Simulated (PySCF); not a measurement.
Compound: SnClF3.
Bonds: Sn1–Cl2, Sn1–F3, Sn1–F4, Sn1–F5.

Method: PBE0-D3(BJ)/def2-SVP geometry optimisation, gas phase, def2 core potentials past Kr in PySCF 2.14.0.

How far are the bound atoms from Sn1?

4 atoms: F5 1.907 Å, F3 1.907 Å, F4 1.907 Å, Cl2 2.293 Å.

List the angles at Sn1.

```csv
angle,degrees,distance of the outer atoms (Å)
Cl2–Sn1–F4,111.6,3.48
Cl2–Sn1–F5,111.4,3.48
Cl2–Sn1–F3,111.3,3.47
F3–Sn1–F5,107.6,3.08
F3–Sn1–F4,107.4,3.07
F4–Sn1–F5,107.4,3.07
```

What is the shape at Sn1?

Tetrahedral: angles from 107.4° to 111.6°; τ4 = (360° − α − β)/141° = 0.97 with α and β the two widest (0 for a square, 1 for a tetrahedron).

What are the rotational constants (commonest isotopes, rigid rotor)?

A = 2813, B = 1722, C = 1720 MHz: a prolate symmetric top.

Point group: C3v (every atom within 0.08 Å of its image). Charge 0, singlet. No frequency check.
